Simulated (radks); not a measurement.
Task: Radial electron density D(r) = 4 pi r^2 rho(r) of an atom or ion with 64 electrons. Method: scalar-relativistic Kohn-Sham, XLYP, spin-unpolarised, spherical densities, point nucleus; computed with a radial shooting solver on a logarithmic mesh with Libxc functionals.

```
   r/bohr * D(r) (the largest magnitude, 123, reaches the edge; | marks zero)
 0.002666 |         *
 0.003556 |              *
 0.004743 |                    *
 0.006326 |                           *
 0.008437 |                                  *
  0.01125 |                                       *
  0.01501 |                                        *
  0.02002 |                                      *
  0.02649 |                                   *
  0.03533 |                                       *
  0.04712 |                                                *
  0.06284 |                                                      *
  0.08382 |                                                *
   0.1118 |                                         *
   0.1491 |                                              *
   0.1989 |                                              *
   0.2631 |                             *
   0.3509 |                      *
   0.4681 |                          *
   0.6243 |                   *
   0.8327 |         *
    1.111 |     *
    1.481 |   *
    1.976 |*
    2.614 *
    3.486 *
     4.65 *
```

What is the nuclear charge?

Result: Z = 68. The innermost maximum, from 1s, lies near gamma/Z bohr with gamma = sqrt(1 - (Z/c)^2) = 0.868, here 0.0128 bohr (found: 0.0140), and its height grows with Z. The density is that of the erbium ion Er4+ in [Xe] 4f9.75 5d0.25; the configuration itself is not fixed sharply by these data, and Z only to a few units. D(r) has 4 maxima, at r = 0.0140, 0.0628, 0.175, 0.472 bohr, and minima at 0.0267, 0.115, 0.337 bohr, inside which lie 1.92, 11.15, 29.55 electrons.
